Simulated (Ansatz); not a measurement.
These are frozen-core CCSD(T)/cc-pVTZ // B3LYP-D3(BJ)/def2-TZVP (Ansatz, a first-principles code) values and carry that method's errors. The geometry is that of the parent before the electron was removed.

Ansatz 0.2 input:
```yaml
crystal:
  periodic: [false, false, false]
  atoms:
    - { symbol: C, position_ang: [-1.993857, -0.014002, 0.541992] }
    - { symbol: Si, position_ang: [-0.757308, -0.722306, -0.391269] }
    - { symbol: N, position_ang: [0.879651, -0.382675, -0.323564] }
    - { symbol: Si, position_ang: [2.146928, 0.532348, -0.108826] }
    - { symbol: H, position_ang: [-1.82411, 0.758548, 1.280486] }
    - { symbol: H, position_ang: [-3.013664, -0.369002, 0.456823] }
    - { symbol: H, position_ang: [-1.078917, -1.77253, -1.372976] }
    - { symbol: H, position_ang: [3.513297, -0.020237, -0.147307] }
    - { symbol: H, position_ang: [2.127977, 1.989858, 0.143717] }
basis:
  gaussian: { orbitals: cc-pVTZ }
correlation:
  method: ccsd_t
total_charge: 1
magnetization:
  spin_polarized: true
  initial_magnetization: 1
```

Output:

```
Functional definition: HF
1139 factors; integrals over basis functions are off by at most 1.4e-3 eV
mean field evaluation 1: about -18302.1396 eV, gradient 4.2e1 eV
mean field evaluation 2: about -18302.1586 eV, gradient 4.2e1 eV
mean field evaluation 4: about -18309.7235 eV, gradient 4.2e0 eV
mean field evaluation 8: about -18309.8431 eV, gradient 5.0e-3 eV
mean field evaluation 16: about -18309.8153 eV, gradient 2.8e-1 eV
mean field evaluation 32: about -18306.1399 eV, gradient 1.2e1 eV
mean field evaluation 64: about -18306.8051 eV, gradient 3.3e0 eV
mean field -18309.84312252 eV, -672.8743238952 hartree, gradient 6.6e-6 eV, S^2 0.758801; 0 other end points of the search recorded, 0 dependent functions left out
12 core orbitals not correlated
reference -18309.84312252 eV, -672.8743238952 hartree; 11, 10 occupied and 175, 176 virtual orbitals, 1139 factors
second order -14.74829342 eV of doubles, -0.00000000 eV of singles
cycle   1  -15.32895507 eV  change   -5.8e-1 eV  update   1.0e-1
cycle   2  -15.77438590 eV  change   -4.5e-1 eV  update   3.3e-2
cycle   3  -15.90079281 eV  change   -1.3e-1 eV  update   2.1e-2
cycle   4  -15.89572725 eV  change    5.1e-3 eV  update   7.8e-3
cycle   5  -15.89523916 eV  change    4.9e-4 eV  update   5.7e-3
cycle   6  -15.89725705 eV  change   -2.0e-3 eV  update   2.8e-3
cycle   7  -15.89741550 eV  change   -1.6e-4 eV  update   1.7e-3
cycle   8  -15.89808255 eV  change   -6.7e-4 eV  update   8.0e-4
cycle   9  -15.89814374 eV  change   -6.1e-5 eV  update   4.1e-4
cycle  10  -15.89789906 eV  change    2.4e-4 eV  update   1.9e-4
cycle  11  -15.89798525 eV  change   -8.6e-5 eV  update   1.3e-4
cycle  12  -15.89801439 eV  change   -2.9e-5 eV  update   5.7e-5
cycle  13  -15.89805198 eV  change   -3.8e-5 eV  update   3.5e-5
cycle  14  -15.89806000 eV  change   -8.0e-6 eV  update   1.2e-5
perturbative correction -0.66432779 eV, -0.0244135959 hartree
Total energy: -18326.40551031 eV, -673.4829804200 hartree
```

Cost: about 5 core-minutes (a rough figure).
